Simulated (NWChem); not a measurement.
System: TiOCl₂; SMILES [Cl][Ti]([Cl])=[O]

Here is an NWChem input.

```
start job
memory heap 200 mb stack 900 mb global 1100 mb
geometry units angstroms noautosym nocenter noautoz
  Ti    -0.275285     0.094174     0.000000
  Cl     0.658133    -0.030229     2.006457
  Cl     0.658133    -0.030229    -2.006457
  O     -1.816134     0.389950     0.000000
end
basis spherical
  * library def2-svpd
end
dft
  xc xpbe96 cpbe96
  iterations 150
end
property
  response 1 0.0
end
task dft property
```

Structure relaxed at the PBE0/def2-SVP level.

Static field.

Task: Give the results of this calculation. (PBE/def2-SVPD.) Quantities: isotropic polarisability (bohr³); anisotropy (bohr³).

Result: 
| Item | Result |
|---|---|
| isotropic polarisability (bohr³) | 65.8 |
| anisotropy (bohr³) | 37.0 |
